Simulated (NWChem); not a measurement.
## Correlation energy of H5Si2

```
Si
H 1 1.5051
H 1 1.5051 2 108.93
H 1 1.5095 2 108.38 3 -117.72
Si 1 2.3406 2 109.14 4 -123.20
H 5 1.5075 1 114.38 2 -175.44
H 5 1.5075 6 109.94 1 130.28
```
Charge 0, spin multiplicity 2.

Everything below was run with NWChem. All single points use one geometry, from UPBE/def2-SVP, a minimum by its harmonic frequencies.

Basis set: def2-TZVP. Each correlation energy counts from its own Hartree-Fock reference.

The correlated methods keep 10 core orbitals frozen. The structure started from a generated list of species. The unpaired electrons of the parent sit in orbitals of symmetry a' (Cs labels of the run); other states weren't searched. No SCF solution was tested for a lower state. Open-shell Hartree-Fock references start from PBE0 orbitals. No row is a measurement; the coupled-cluster row has its own basis-set and correlation limits.

### Question
One of these methods gave a correlation energy of -282.6 mHa. Which?
A. CCSD[T] on ROHF
B. CCSD on ROHF
C. SCS-UMP2
D. UMP2

### Answer
A, CCSD[T] on ROHF. The others give -221.7 (UMP2), -273.6 (CCSD on ROHF), -238.0 (SCS-UMP2).
